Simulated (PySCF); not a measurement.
From a computed spectrum to the compound

A species of 4 atoms with charge -1 has these harmonic modes (PBE0, small Gaussian bases with core potentials, PySCF 2.14.0):

```csv
cm⁻¹,km/mol
185,9.1
277,52.4
434,100.0
694,101.9
723,74.2
3830,2.1
```

**Question.** Which species is it, and in which structure?

**Answer.** [PbO(OH)]− (singlet):
```xyz
4

Pb    0.0111   -0.0006   -0.1797
O     1.6278   -0.0193    0.9567
O    -1.6205    0.0244    1.3316
H    -2.4060    0.0447    0.7699
```
Ideal gas at 298.15 K and 1 bar: S = 303.3 J/(mol K), Cp = 60.9 J/(mol K), H − H(0 K) = 13.9 kJ/mol (rigid rotor, harmonic modes, spin degeneracy alone). 
 The answer isn't unique; the calculation gave this one.
